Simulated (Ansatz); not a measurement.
Compare A (`C[Si](C)(Cl)Cl`) with its isomer B (`C[SiH2]C(Cl)Cl`).

Program: Ansatz. Geometries: PBE0-D4/def2-TZVP. ΔE: electronic, gas phase. CCSD(T)/CBS is the MP2 limit (def2-TZVPP, def2-QZVPP) plus CCSD(T) − MP2 in def2-TZVPP, frozen cores. DFT in def2-TZVPP. B3LYP here is the variant with VWN-RPA as its local correlation; programs differ in this. One conformer a species, not always the lowest.

**Question.** Which is lower in electronic energy at CCSD(T)/CBS, and by how much? (An estimate is asked.)

**Answer.** Computed: A, by 361.5 kJ/mol.

**Question.** Give E(B) − E(A) in kJ/mol with B2PLYP, MP2/def2-TZVPP, B3LYP-D4, HF/def2-TZVPP, r2SCAN-D4, CCSD(T)/def2-TZVPP, PBE0-D4. (An estimate is asked.)

**Answer.** The calculation gave: B2PLYP 361.3, MP2/def2-TZVPP 369.5, B3LYP-D4 356.1, HF/def2-TZVPP 375.9, r2SCAN-D4 367.3, CCSD(T)/def2-TZVPP 358.0, PBE0-D4 360.5. None reverses the order clearly.

Largest T1 diagnostic: 0.010.

In def2-TZVPP, CCSD(T) changes the Hartree–Fock value by −17.9 kJ/mol (the triples alone add −4.2 kJ/mol) and MP2 by −6.4 kJ/mol. From PBE to PBE0 (25 % exact exchange), in def2-TZVPP and without D4, E(B) − E(A) moves by +13.3 kJ/mol.
